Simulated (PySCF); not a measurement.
SMILES FC(F)(F)[SiH2]c1ccccc1, GFN2-xTB optimised geometry.

```
18

F      0.57    -2.90     0.36
C     -0.41    -2.63    -0.53
F      0.20    -2.42    -1.71
F     -1.11    -3.78    -0.67
Si    -1.57    -1.16     0.02
C     -0.55     0.42     0.00
C     -1.21     1.65     0.01
C     -0.50     2.84     0.00
C      0.89     2.82     0.00
C      1.56     1.61     0.00
C      0.85     0.42     0.00
H     -2.64    -1.17    -0.98
H     -2.04    -1.56     1.35
H     -2.29     1.67     0.01
H     -1.03     3.78     0.00
H      1.44     3.74     0.00
H      2.64     1.59     0.00
H      1.39    -0.52     0.00
```

Density from PBE/def2-SVP (PySCF 2.14.0) at that geometry.

Minimum of the electron density along straight lines between bonded atoms, close to the bond critical point (lines longer than 1.1 times the sum of covalent radii, or with two minima, are not listed):

```csv
bond,length / Å,ρ at the minimum / e bohr⁻³,∇²ρ there / e bohr⁻⁵,position (fraction from the first atom)
F1–C2,1.350,0.267,-0.21,0.66
C2–F3,1.349,0.269,-0.23,0.35
C2–F4,1.349,0.269,-0.22,0.34
C2–Si5,1.948,0.107,0.28,0.62
Si5–C6,1.879,0.115,0.31,0.39
C6–C7,1.396,0.301,-0.72,0.50
C7–C8,1.382,0.311,-0.77,0.50
C8–C9,1.386,0.309,-0.77,0.50
C9–C10,1.384,0.310,-0.77,0.50
C6–C11,1.396,0.300,-0.71,0.50
C10–C11,1.383,0.310,-0.77,0.50
Si5–H12,1.463,0.118,0.32,0.49
Si5–H13,1.464,0.118,0.32,0.49
C7–H14,1.080,0.282,-1.05,0.63
C8–H15,1.080,0.281,-1.05,0.63
C9–H16,1.080,0.282,-1.06,0.63
C10–H17,1.080,0.281,-1.06,0.63
C11–H18,1.079,0.284,-1.08,0.64
```
